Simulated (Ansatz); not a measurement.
## Nudged elastic band run: Cl$_{3}$GeH$_{3}$S

The input (input.yaml):

```yaml
crystal:
  periodic: [false, false, false]
  atoms:
    - { symbol: Ge, position_ang: [0.379775, 0.036996, -0.119862] }
    - { symbol: H, position_ang: [0.441815, 0.4733, 1.33289] }
    - { symbol: Cl, position_ang: [2.318046, 0.177395, -1.028836] }
    - { symbol: Cl, position_ang: [-0.948459, 1.267783, -1.276695] }
    - { symbol: Cl, position_ang: [-0.264239, -2.004381, -0.321135] }
    - { symbol: S, position_ang: [-2.74761, -0.049325, 1.866539] }
    - { symbol: H, position_ang: [-3.087903, 0.505283, 0.682161] }
    - { symbol: H, position_ang: [-2.661224, -1.279851, 1.314538] }
basis:
  gaussian: { orbitals: def2-SVP }
hamiltonian:
  xc: r2scan
  dispersion: d4
neb:
  order_check: false
  images: 7
  f_tol: 0.05
  max_iterations: 60
  final_atoms:
    - { symbol: Ge, position_ang: [-0.65009947, -0.59518899, -0.50998664] }
    - { symbol: H, position_ang: [0.20302248, 1.45979669, 2.40211317] }
    - { symbol: Cl, position_ang: [1.28572803, -0.7721149, 0.38120876] }
    - { symbol: Cl, position_ang: [-0.92125325, 1.41553454, -1.2031338] }
    - { symbol: Cl, position_ang: [-0.74511929, -1.85734458, -2.24282766] }
    - { symbol: S, position_ang: [-2.12326067, -1.18182562, 1.00881639] }
    - { symbol: H, position_ang: [-3.14232861, -1.12483774, 0.11776419] }
    - { symbol: H, position_ang: [-0.47648821, 1.78318059, 2.4956456] }
  initial_path:
    images:
      - { positions_ang: [[0.379775, 0.036996, -0.119862], [0.441815, 0.4733, 1.33289], [2.318046, 0.177395, -1.028836], [-0.948459, 1.267783, -1.276695], [-0.264239, -2.004381, -0.321135], [-2.74761, -0.049325, 1.866539], [-3.087903, 0.505283, 0.682161], [-2.661224, -1.279851, 1.314538]] }
      - { positions_ang: [[0.28200084, 0.02019005, -0.09919072], [0.34585424, 0.38541772, 1.46353385], [2.25198681, 0.10727469, -0.98390411], [-0.98049076, 1.38162065, -1.17781185], [-0.47062354, -1.97532985, -0.38851474], [-2.66077498, -0.02450553, 1.61267279], [-3.11278339, 0.15935217, 0.55146429], [-2.22496822, -0.9268199, 1.47135047]] }
      - { positions_ang: [[0.18422668, 0.00338409, -0.07851944], [0.24989348, 0.29753545, 1.5941777], [2.18592762, 0.03715438, -0.93897221], [-1.01252252, 1.4954583, -1.07892869], [-0.67700809, -1.94627869, -0.45589448], [-2.57393997, 0.00031393, 1.35880659], [-3.13766378, -0.18657866, 0.42076759], [-1.78871243, -0.5737888, 1.62816294]] }
      - { positions_ang: [[0.08645252, -0.01342186, -0.05784815], [0.15393272, 0.20965317, 1.72482155], [2.11986843, -0.03296593, -0.89404032], [-1.04455429, 1.60929595, -0.98004554], [-0.88339263, -1.91722754, -0.52327422], [-2.48710495, 0.0251334, 1.10494038], [-3.16254416, -0.5325095, 0.29007088], [-1.35245665, -0.22075769, 1.78497541]] }
      - { positions_ang: [[-0.01132164, -0.03022782, -0.03717687], [0.05797197, 0.12177089, 1.85546541], [2.05380924, -0.10308624, -0.84910842], [-1.07658605, 1.72313361, -0.88116239], [-1.08977717, -1.88817639, -0.59065396], [-2.40026993, 0.04995287, 0.85107417], [-3.18742455, -0.87844033, 0.15937418], [-0.91620087, 0.13227341, 1.94178789]] }
      - { positions_ang: [[-0.1710161, -0.17146811, -0.15537931], [0.09423459, 0.45627734, 1.99212735], [1.86178894, -0.27034341, -0.54152913], [-1.03775285, 1.64623384, -0.96165524], [-1.0036127, -1.88046843, -1.00369739], [-2.33101762, -0.25799175, 0.89050973], [-3.17615057, -0.94003968, 0.14897168], [-0.8062727, 0.5450002, 2.08025232]] }
      - { positions_ang: [[-0.33071055, -0.3127084, -0.27358176], [0.13049722, 0.79078379, 2.12878929], [1.66976863, -0.43760057, -0.23394983], [-0.99891965, 1.56933407, -1.0421481], [-0.91744823, -1.87276048, -1.41674081], [-2.2617653, -0.56593637, 0.92994528], [-3.16487658, -1.00163903, 0.13856918], [-0.69634454, 0.957727, 2.21871674]] }
      - { positions_ang: [[-0.49040501, -0.4539487, -0.3917842], [0.16675985, 1.12529024, 2.26545123], [1.47774833, -0.60485773, 0.07362946], [-0.96008645, 1.4924343, -1.12264095], [-0.83128376, -1.86505253, -1.82978424], [-2.19251298, -0.873881, 0.96938084], [-3.1536026, -1.06323838, 0.12816668], [-0.58641638, 1.3704538, 2.35718117]] }
      - { positions_ang: [[-0.65009947, -0.59518899, -0.50998664], [0.20302248, 1.45979669, 2.40211317], [1.28572803, -0.7721149, 0.38120876], [-0.92125325, 1.41553454, -1.2031338], [-0.74511929, -1.85734458, -2.24282766], [-2.12326067, -1.18182562, 1.00881639], [-3.14232861, -1.12483774, 0.11776419], [-0.47648821, 1.78318059, 2.4956456]] }
```

Launched with:

```bash
$ ansatz run input.yaml --threads 4 --pin off --max-ram 5120MiB --backend cpu --events-out ev --progress --plain --runs-dir out
```

Output, in part (warnings, iteration lines, the closing report on the highest movable image, with atoms numbered from 0):

```
NEB end point (image 0): max|allowed force component| = 2.734e-2 eV/Å (the criterion of neb.relax_end_points is 1.000e-2)
NEB end point (image 8): max|allowed force component| = 2.193e-2 eV/Å (the criterion of neb.relax_end_points is 1.000e-2)
NEB iter   1: max|band force component| = 1.986e1 eV/Å  barrier→ = 5.2195 eV  barrier← = 5.3135 eV  Δτ_max = 0.2000 Å  (297 SCF iters)
NEB iter   2: max|band force component| = 6.186e0 eV/Å  barrier→ = 3.3089 eV  barrier← = 3.4029 eV  Δτ_max = 0.2000 Å  (246 SCF iters)
NEB iter   3: max|band force component| = 4.459e0 eV/Å  barrier→ = 2.5264 eV  barrier← = 2.6203 eV  Δτ_max = 0.2000 Å  (234 SCF iters)
NEB iter   4: max|band force component| = 1.165e0 eV/Å  barrier→ = 2.2895 eV  barrier← = 2.3835 eV  Δτ_max = 0.1998 Å  (222 SCF iters)
NEB iter   5: max|band force component| = 7.774e-1 eV/Å  barrier→ = 2.0395 eV  barrier← = 2.1335 eV  Δτ_max = 0.2000 Å  (215 SCF iters)
NEB iter   6: max|band force component| = 1.267e0 eV/Å  barrier→ = 1.8696 eV  barrier← = 1.9636 eV  Δτ_max = 0.1012 Å  (210 SCF iters)
NEB iter   7: max|band force component| = 8.899e-1 eV/Å  barrier→ = 1.6856 eV  barrier← = 1.7796 eV  Δτ_max = 0.1000 Å  (205 SCF iters)
NEB iter   8: max|band force component| = 1.123e0 eV/Å  barrier→ = 1.5745 eV  barrier← = 1.6685 eV  CI = image 4  Δτ_max = 0.1999 Å  (204 SCF iters)
NEB iter   9: max|band force component| = 8.690e-1 eV/Å  barrier→ = 1.9182 eV  barrier← = 2.0122 eV  CI = image 4  Δτ_max = 0.1914 Å  (207 SCF iters)
NEB iter  10: max|band force component| = 6.870e-1 eV/Å  barrier→ = 2.1815 eV  barrier← = 2.2755 eV  CI = image 4  Δτ_max = 0.2000 Å  (209 SCF iters)
NEB iter  11: max|band force component| = 1.034e0 eV/Å  barrier→ = 2.1824 eV  barrier← = 2.2764 eV  CI = image 4  Δτ_max = 0.1024 Å  (215 SCF iters)
NEB iter  12: max|band force component| = 4.365e-1 eV/Å  barrier→ = 2.1623 eV  barrier← = 2.2563 eV  CI = image 4  Δτ_max = 0.1906 Å  (204 SCF iters)
NEB iter  13: max|band force component| = 2.200e-1 eV/Å  barrier→ = 2.1368 eV  barrier← = 2.2308 eV  CI = image 4  Δτ_max = 0.2000 Å  (201 SCF iters)
NEB iter  14: max|band force component| = 3.796e-1 eV/Å  barrier→ = 2.1677 eV  barrier← = 2.2617 eV  CI = image 4  Δτ_max = 0.1003 Å  (202 SCF iters)
NEB iter  15: max|band force component| = 2.069e-1 eV/Å  barrier→ = 2.1234 eV  barrier← = 2.2174 eV  CI = image 4  Δτ_max = 0.1000 Å  (203 SCF iters)
NEB iter  16: max|band force component| = 1.254e-1 eV/Å  barrier→ = 2.1264 eV  barrier← = 2.2204 eV  CI = image 4  Δτ_max = 0.0998 Å  (203 SCF iters)
NEB iter  17: max|band force component| = 5.980e-2 eV/Å  barrier→ = 2.1218 eV  barrier← = 2.2157 eV  CI = image 4  Δτ_max = 0.0597 Å  (202 SCF iters)
NEB iter  18: max|band force component| = 5.574e-2 eV/Å  barrier→ = 2.1195 eV  barrier← = 2.2134 eV  CI = image 4  Δτ_max = 0.0641 Å  (193 SCF iters)
NEB iter  19: max|band force component| = 6.717e-2 eV/Å  barrier→ = 2.1177 eV  barrier← = 2.2117 eV  CI = image 4  Δτ_max = 0.0322 Å  (204 SCF iters)
NEB iter  20: max|band force component| = 3.590e-2 eV/Å  barrier→ = 2.1153 eV  barrier← = 2.2093 eV  CI = image 4  Δτ_max = 0.0517 Å  (193 SCF iters)
NEB iter  21: max|band force component| = 5.371e-2 eV/Å  barrier→ = 2.1118 eV  barrier← = 2.2058 eV  CI = image 4  Δτ_max = 0.0259 Å  (30 SCF iters)
NEB iter  22: max|band force component| = 3.453e-2 eV/Å  barrier→ = 2.1102 eV  barrier← = 2.2042 eV  CI = image 4  Δτ_max = 0.0488 Å  (199 SCF iters)
NEB iter  23: max|band force component| = 6.308e-2 eV/Å  barrier→ = 2.1076 eV  barrier← = 2.2016 eV  CI = image 4  Δτ_max = 0.0246 Å  (30 SCF iters)
NEB iter  24: max|band force component| = 4.350e-2 eV/Å  barrier→ = 2.1064 eV  barrier← = 2.2004 eV  CI = image 4  Δτ_max = 0.0390 Å  (200 SCF iters)
NEB iter  25: max|band force component| = 6.032e-2 eV/Å  barrier→ = 2.1047 eV  barrier← = 2.1987 eV  CI = image 4  Δτ_max = 0.0493 Å  (30 SCF iters)
NEB iter  26: max|band force component| = 4.699e-2 eV/Å  barrier→ = 2.1032 eV  barrier← = 2.1972 eV  CI = image 4  Δτ_max = 0.0322 Å  (196 SCF iters)
NEB iter  27: max|band force component| = 5.671e-2 eV/Å  barrier→ = 2.1018 eV  barrier← = 2.1958 eV  CI = image 4  Δτ_max = 0.0985 Å  (31 SCF iters)
NEB iter  28: max|band force component| = 4.178e-2 eV/Å  barrier→ = 2.1006 eV  barrier← = 2.1946 eV  CI = image 4  Δτ_max = 0.0351 Å  (204 SCF iters)
NEB iter  29: max|band force component| = 5.157e-2 eV/Å  barrier→ = 2.0993 eV  barrier← = 2.1932 eV  CI = image 4  Δτ_max = 0.0984 Å  (30 SCF iters)
NEB iter  30: max|band force component| = 5.249e-2 eV/Å  barrier→ = 2.0984 eV  barrier← = 2.1924 eV  CI = image 4  Δτ_max = 0.0985 Å  (200 SCF iters)
NEB iter  31: max|band force component| = 4.472e-2 eV/Å  barrier→ = 2.0973 eV  barrier← = 2.1913 eV  CI = image 4  Δτ_max = 0.0000 Å  (397 SCF iters)
Total energy: -104946.55988213 eV, -3856.7149403351 hartree
Atom 0 at    -0.377116    -0.056329    -0.191273 Å, force    -0.025459    -0.004955    -0.004538 eV/Å
Atom 1 at    -0.145967     0.375874     1.530636 Å, force     0.001975     0.019992     0.010165 eV/Å
Atom 2 at     1.766885    -0.493790    -0.094508 Å, force    -0.018625    -0.001613     0.002384 eV/Å
Atom 3 at    -0.567410     1.874215    -1.100007 Å, force     0.012204     0.000007    -0.000564 eV/Å
Atom 4 at    -0.931349    -1.687628    -1.520360 Å, force     0.009601    -0.003400    -0.016437 eV/Å
Atom 5 at    -2.632243     0.014861     0.878171 Å, force     0.005326    -0.006560    -0.005461 eV/Å
Atom 6 at    -2.547432    -1.260133     1.328695 Å, force     0.003368     0.001706     0.005995 eV/Å
Atom 7 at    -1.135167     0.360131     1.618247 Å, force     0.011611    -0.005177     0.008456 eV/Å
Dipole moment:    -0.237440    -0.113171     0.466434 e Å
```

The forces met the threshold. The band force fell under the threshold earlier too, but the program's further tests of the path sent the band on. Neighbouring images differ by up to 2.1 eV, so the band resolves the path poorly. A vibrational analysis at the climbing image gives one clearly imaginary mode, 1234i cm⁻¹: a first-order saddle point. The orbitals stay closed-shell, which can raise the energy where a bond breaks towards radicals; this wasn't checked here.

Final band (atoms are numbered from 1 in the order of the input):

```tsv
image	path coordinate (Å)	energy (kcal/mol)	Ge1–H2 (Å)	S6–H8 (Å)	Ge1–S6 (Å)
0	0.00	0.0	1.52	1.35	3.71
1	1.41	0.4	1.52	1.35	3.65
2	2.82	1.2	1.52	1.35	3.70
3	4.23	4.7	1.52	1.35	3.43
4	5.64	48.4	1.79	1.71	2.50
5	7.78	-0.2	3.54	2.81	2.20
6	9.92	-1.9	4.83	4.65	2.20
7	12.06	-2.2	4.04	3.90	2.20
8	14.20	-2.2	3.66	3.70	2.20
```

Time of the run: 9.8 min on 4 threads of Intel(R) Xeon(R) Platinum 8259CL CPU @ 2.50GHz (Skylake/Cascade Lake), with other jobs on the host, peak memory 0.26 GiB.
